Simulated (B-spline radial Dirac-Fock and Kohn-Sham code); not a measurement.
## Characteristic X-ray lines: Re³¹⁺

System: rhenium as Re³¹⁺, 1s2 2s2 2p6 3s2 3p6 3d10 4s2 4p6 4d8.

The computed values come from an atomic code on a B-spline grid: Dirac-Fock ΔSCF + Breit + QED. A line energy is the difference of two single-hole energies; the list is a selection of electric-dipole transitions between resolved j subshells. The model has no electron correlation.

```tsv
line	energy (eV)	wavelength (Å)
K-N3	71371.4	0.17372
K-N2	71280.9	0.17394
K-M3	69305.0	0.17890
K-M2	68987.8	0.17972
K-L3	61128.5	0.20283
K-L2	59706.3	0.20766
L1-N3	12242.8	1.0127
L1-N2	12152.3	1.0203
L2-N1	11463.0	1.0816
L1-M3	10176.3	1.2184
L3-N1	10040.8	1.2348
L1-M2	9859.2	1.2575
```
